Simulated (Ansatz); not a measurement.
Cartesian coordinates (Å):
```xyz
7

C      1.7339    -0.1524    -0.1136
C      0.5431    -0.0888     0.0086
C     -0.8905    -0.0247     0.1689
Cl    -1.6560     1.1567    -0.9774
H      2.7891    -0.2069    -0.2239
H     -1.1636     0.3034     1.1696
H     -1.3558    -0.9873    -0.0322
```
Charge 0, multiplicity 1.

Method: frozen-core CCSD(T)/cc-pVQZ // B3LYP-D3(BJ)/def2-TZVP in Ansatz (a first-principles code).

```yaml
HF energy: -574.84905 Ha
MP2 correlation energy: -0.70873 Ha
```

Q: Estimate the CCSD correlation energy, the (T) correction, the total energy and the T1 diagnostic.

A: 
- CCSD correlation energy: -0.73253 Ha
- (T) correction: -0.03716 Ha
- CCSD(T) total energy: -575.61875 Ha
- T1 diagnostic: 0.011
